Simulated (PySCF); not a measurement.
All values below come from PySCF with B3LYP-D3(BJ)/def2-TZVP // r2SCAN-D4/def2-SVP. All species are isolated molecules in the gas phase. B3LYP has the VWN-RPA correlation part, as in Gaussian. 

Reference species: [Hf(Cl)4] (neutral, multiplicity 1).

```
Quantity                                                        Result
------------------------------------------------------------  --------
coordination number                                                  4
mean distance from the central atom to its bonded neighbours   2.333 Å
charge on the central atom (Mulliken)                           1.21 e
LUMO                                                          -2.42 eV
```

After one change: the coordination number stays essentially unchanged; the mean distance from the central atom to its bonded neighbours decreases by 0.106 Å; the charge on the central atom (Mulliken) increases by 0.14 e; the LUMO rises by 0.21 eV.

What was changed between the two runs? The new species is one of these.
(A) [Hf(Cl)(F)3]
(B) [Hf(F)4]
(C) [Hf(Cl)3(F)]
(D) [Hf(Cl)2(F)2]

C, [Hf(Cl)3(F)]
